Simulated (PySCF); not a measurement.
# Shieldings and the share of exact exchange

Molecule: SMILES O=C[SiH2]O[SiH2]O, CH6O3Si2.

Numbering as in the mapped SMILES `[O:1]=[CH:2][SiH2:3][O:4][SiH2:5][OH:6]`. Each H is labelled by its parent atom.

GIAO shieldings (ppm, equivalent atoms averaged) in PySCF on the PBE0-D3(BJ)/def2-SVP geometry, basis pcSseg-1, gas phase, non-relativistic:

| functional | exact exchange (%) | σ(O6) | σ(O4) | σ(Si5) | σ(Si3) |
| --- | --- | --- | --- | --- | --- |
| BLYP | 0 | 250.4 | 270.7 | 359.4 | 373.0 |
| BP86 | 0 | 251.7 | 274.9 | 361.7 | 376.7 |
| PBE | 0 | 251.2 | 274.2 | 361.8 | 377.2 |
| B3LYP | 20 | 261.0 | 280.5 | 372.0 | 384.8 |
| PBE0 | 25 | 264.3 | 285.8 | 378.5 | 392.5 |
| BHandHLYP | 50 | 273.5 | 291.8 | 392.4 | 403.8 |
| HF | 100 | 289.7 | 307.1 | 430.5 | 439.2 |

Question: Fit each shielding as a line in the percentage of exact exchange.

Answer: σ(O6) = 252.2 + 0.39 x (rms 1.5 ppm); σ(O4) = 274.1 + 0.34 x (rms 1.9 ppm); σ(Si5) = 360.3 + 0.69 x (rms 1.6 ppm); σ(Si3) = 374.9 + 0.63 x (rms 2.1 ppm). The functionals also differ in their semilocal parts, which the line can't hold; Hartree–Fock has no correlation at all.

Question: What does the line predict for mPW1PW91 (25 %), and what does the run give?

Answer: σ(O6): 261.9 predicted, 264.6 computed; σ(O4): 282.6 predicted, 285.9 computed; σ(Si5): 377.6 predicted, 378.1 computed; σ(Si3): 390.6 predicted, 391.7 computed ppm.
